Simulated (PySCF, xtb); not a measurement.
(E)-1,2-dibromo-1-chloroethene (C2HBr2Cl), SMILES Cl/C(Br)=C\Br.

GFN2-xTB run with xtb at its own geometry gives an orbital gap of 3.67 eV and a dipole moment of 0.08 D.

Coordinates come from a PBE0-D3(BJ)/def2-SVP optimisation.

Question: What does PBE/def2-TZVP in PySCF give? (An estimate is asked for; the answer gives what the named calculation found.)

Answer: gap 4.22 eV (levels -6.10 and -1.88 eV), dipole 0.67 D.
